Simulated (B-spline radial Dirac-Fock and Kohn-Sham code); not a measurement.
## Sb²⁸⁺: eigenvalues, ΔSCF and the reference

System: antimony as Sb²⁸⁺ in the configuration 1s2 2s2 2p6 3s2 3p6 3d5.

The density-functional columns are spherical, spin-unpolarised Dirac-Kohn-Sham results without Breit or QED terms: −ε is minus the orbital energy of the initial state and ΔSCF the difference of two total energies. The reference in the last column comes from Dirac-Fock energy differences between relaxed states, corrected for Breit and QED terms. All numbers are from a radial B-spline solver, in eV; a selection of levels is shown. For the 1s level of heavy atoms much of the gap between ΔSCF and the reference is the Breit and QED part, -103.1 eV here; for other levels the error of the functional can be larger.

```
level   LDA −ε  LDA ΔSCF  Dirac-Fock
    K  31442.4   31813.5     31719.8
   L1   5772.4    5856.9      5901.3
   L2   5486.1    5586.9      5586.1
   L3   5232.5    5328.2      5335.0
   M1   1926.8    1962.9      1985.9
   M2   1814.8    1852.3      1857.8
   M3   1760.6    1797.1      1803.8
 M4,5   1567.7    1608.4      1606.7
```

Values without a named source are computed, but for edge energies of neutral atoms, which are taken from tables.
